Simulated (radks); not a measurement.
Valence configurations of Er3+ (all share [Xe]). Calculated with a radial shooting solver on a logarithmic mesh with Libxc functionals: Dirac Kohn-Sham, PBEsol, spin-unpolarised, spherical densities, point nucleus; open shells fill j = l - 1/2 first. Energies are relative to 4f11; eigenvalues in eV.

valence	E (eV)	e(4f5/2)	e(4f7/2)	e(5d3/2)	e(6p1/2)	e(6s1/2)
4f11	0.000	-35.992	-34.835	-	-	-
4f9 5d2	30.117	-51.341	-50.050	-29.063	-	-
4f10 6s1	15.253	-46.720	-45.494	-	-	-26.097
4f10 5d1	12.209	-43.328	-42.105	-27.165	-	-
4f9 6p2	51.246	-60.502	-59.203	-	-23.453	-
4f10 6p1	20.788	-47.744	-46.517	-	-21.136	-
4f9 6s1 6p1	45.231	-59.528	-58.230	-	-22.987	-28.996
4f10 6s0.5 6p0.5	18.023	-47.232	-46.006	-	-20.847	-26.383
4f10.5 6s0.5	6.616	-41.206	-40.015	-	-	-24.810
4f10.5 6p0.5	9.275	-41.726	-40.534	-	-19.802	-

NIST lists [Xe] 4f11 as the ground configuration; this level of theory agrees among the configurations tried. The energies are those of spherical spin-averaged densities, not of single terms.
